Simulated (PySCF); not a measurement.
Polarisability and C₆ of Ne (neon, neutral)

[Ne], closed-shell 1S. All numbers are calculated (PySCF 2.14, the non-relativistic Hamiltonian (point nucleus), in dyall-av2z (11s7p2d, 42 functions)). Coupled (time-dependent) response in atomic units; α is the mean over directions. A double-zeta set is small for polarisabilities.

```
 method  mean α (bohr³)  C₆ (like pair)  S(−4)
    UHF           1.806           3.998  1.279
    PBE           2.123           4.706  2.480
   PBE0           2.011           4.471  1.980
r2SCAN0           1.943           4.384  1.659
  wB97X           2.024           4.501  2.010
```

S(−4) is the Cauchy moment in α(ω) = α(0) + S(−4) ω² + …

Reference α: 2.661 bohr³ (recommended; Schwerdtfeger and Nagle, table of static dipole polarizabilities (2023 update)). Published C₆: 6.200 (Chu and Dalgarno (2004); Tang, Norbeck and Certain (1976)).

α(iu) at PBE:

```json
{"u (hartree)": "0", "α(iu) (bohr³)": "2.123"}
{"u (hartree)": "0.0500", "α(iu) (bohr³)": "2.117"}
{"u (hartree)": "0.100", "α(iu) (bohr³)": "2.099"}
{"u (hartree)": "0.200", "α(iu) (bohr³)": "2.033"}
{"u (hartree)": "0.300", "α(iu) (bohr³)": "1.940"}
{"u (hartree)": "0.500", "α(iu) (bohr³)": "1.731"}
{"u (hartree)": "0.750", "α(iu) (bohr³)": "1.497"}
{"u (hartree)": "1.00", "α(iu) (bohr³)": "1.307"}
{"u (hartree)": "1.50", "α(iu) (bohr³)": "1.011"}
{"u (hartree)": "2.00", "α(iu) (bohr³)": "0.7904"}
{"u (hartree)": "3.00", "α(iu) (bohr³)": "0.5000"}
{"u (hartree)": "5.00", "α(iu) (bohr³)": "0.2384"}
```

A single London oscillator, α(iu) = α/(1 + u²/ω²), gives C₆ = (3/4) ω α². Matching the computed C₆ needs ω = 4 × 4.706 / (3 × 2.123²) = 1.39 hartree.
